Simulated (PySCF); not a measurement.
Species: C3HF6P.
Numbering: `[F:1][C:2]([F:3])([F:4])[C:5](=[PH:6])[C:7]([F:8])([F:9])[F:10]` (hydrogens: H11 on P6)

Structure used (PBE0-D3(BJ)/def2-SVP), in Å, numbered top down from 1:
```xyz
11
C3HF6P angstrom
F      1.7816    0.1276    1.3106
C      1.4373   -0.1141    0.0464
F      2.3165    0.5125   -0.7358
F      1.5648   -1.4242   -0.1642
C      0.0259    0.3527   -0.2347
P     -0.2016    1.7230   -1.1706
C     -1.0587   -0.5165    0.3637
F     -1.2309   -1.6199   -0.3639
F     -0.7384   -0.8938    1.6013
F     -2.2331    0.1081    0.4255
H     -1.6283    1.7131   -1.0909
```

Computed, not measured: TDDFT wB97X-D/def2-SVPD, vertical, gas phase, core orbitals frozen in the response in PySCF 2.14.0, density-fitted response routines.

Transition dipole moments from the ground state, in atomic units and in the frame of the coordinates above (overall signs are arbitrary), for the states with f of 0.002 or more among the lowest 10:

```
state  E (eV)      μx      μy      μz
   S1   4.559   0.010   0.157   0.247
   S2   5.619  -0.235   1.081  -0.731
   S5   7.894  -0.006  -0.090  -0.125
   S6   8.474   0.020   0.088  -0.070
   S8   8.786   0.794  -0.347   0.208
   S9   8.945   0.088  -0.048   0.041
  S10   8.974   0.216  -0.054  -0.006
```

(1) What oscillator strength does each state have?

(2) Which bond between heavy atoms lies closest to the direction of the S2 transition dipole?

(3) What angle do the transition dipoles of S8 and S10 make?

(4) What peak molar absorption coefficient would the strongest computed level give as a lone Gaussian band 0.5 eV wide at half height?

Results:

(1) f = (2/3) ΔE |μ|² with ΔE in hartree (27.2114 eV).

```
state  |μ|² (au)  |μ| (D)      f
   S1      0.086     0.74  0.010
   S2      1.759     3.37  0.242
   S5      0.024     0.39  0.005
   S6      0.013     0.29  0.003
   S8      0.795     2.27  0.171
   S9      0.012     0.28  0.003
  S10      0.049     0.57  0.011
```

(2) C5–P6, at 2° from it; next C7–F9 at 38°.

(3) |cos θ| = |μa·μb| / (|μa| |μb|) = 0.95, so θ ≈ 18° (taken between 0 and 90°, since the signs are arbitrary).

(4) ε(max) = 2.175×10⁸ f / FWHM, with the width in cm⁻¹. S2: 2.175×10⁸ × 0.2421 / 4033 ≈ 13000 L mol⁻¹ cm⁻¹.

All these states lie below the vertical ionisation energy of 11.25 eV (ΔSCF).

On one thread, Arm Neoverse V2 (aarch64) (shared host), this took 4.6 min wall (with the writing of density and orbital grids) and 0.99 GiB of memory at its peak.
